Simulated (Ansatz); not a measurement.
Consider the isomerisation: `O=CB[SiH3]` → `B1CO[SiH2]1`.

Program: Ansatz. Geometries: PBE0-D4/def2-TZVP. ΔE: electronic, gas phase. CCSD(T)/CBS is the MP2 limit (def2-TZVPP, def2-QZVPP) plus CCSD(T) − MP2 in def2-TZVPP, frozen cores. Functionals use def2-TZVPP. One conformer a species, not always the lowest.

```tsv
level	ΔE (kJ/mol)
LC-ωPBE	-89.6
RPA@PBE/def2-TZVPP	-63.6
```

(1) What does CCSD(T)/CBS give? (An estimate is asked.)

(2) What do rigid-rotor, harmonic-oscillator terms from PBE0-D4/def2-TZVP frequencies (298.15 K, 1 bar) make of the CCSD(T)/CBS value? (Estimate.)

Largest T1 diagnostic among the species: 0.021, so the coupled-cluster value is less sure than usual.

Results:

(1) Computed: -80.2 kJ/mol. The listed levels differ from it by -9.4, 16.6 kJ/mol.

(2) Computed: ΔZPE = +12.3 kJ/mol, ΔH = -71.9 kJ/mol, ΔS = -35 J/(mol·K), ΔG = -61.4 kJ/mol.

Leaving LDA and LC-ωPBE aside and taking each functional with its dispersion term where it has one, the values, not all of them listed here, spread over 43.6 kJ/mol, from PBE-QIDH to BLYP-D4. LDA lies −26.1 kJ/mol from PBE without D4. From r2SCAN to r2SCAN0 (25 % exact exchange), in def2-TZVPP and without D4, ΔE moves by −16.7 kJ/mol.
